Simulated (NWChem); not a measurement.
System: CH₄AlClO; SMILES [CH3][Al]([OH])[Cl]

Input file for NWChem:

```
start job
memory heap 200 mb stack 900 mb global 1100 mb
geometry units angstroms noautoz
  Al    -0.050545    -0.418974     0.053822
  Cl     0.013282     1.647026     0.493740
  C      1.551934    -1.497623     0.010420
  H      1.319865    -2.545810    -0.231441
  H      2.071306    -1.473113     0.982052
  H      2.263031    -1.118216    -0.741154
  O     -1.564010    -1.118336    -0.265217
  H     -2.406320    -0.660811    -0.265590
end
basis spherical
  * library def2-svp
end
dft
  xc xpbe96 cpbe96
  iterations 150
  vectors input atomic output neutral.movecs
end
task dft energy
charge 1
dft
  odft
  mult 2
  vectors input atomic output cation.movecs
end
task dft energy
```

The geometry was optimised at PBE0/def2-SVP.

Ions are spin-unrestricted doublets at the neutral geometry; other ion states weren't tried.

What results follow from this input? (PBE/def2-SVP, vertical spin-unrestricted ions.) Quantities: vertical ionisation energy, ΔSCF (eV); −ε(HOMO) (eV).

The vertical ionisation energy, ΔSCF (eV) is 10.26. The −ε(HOMO) (eV) is 7.12.
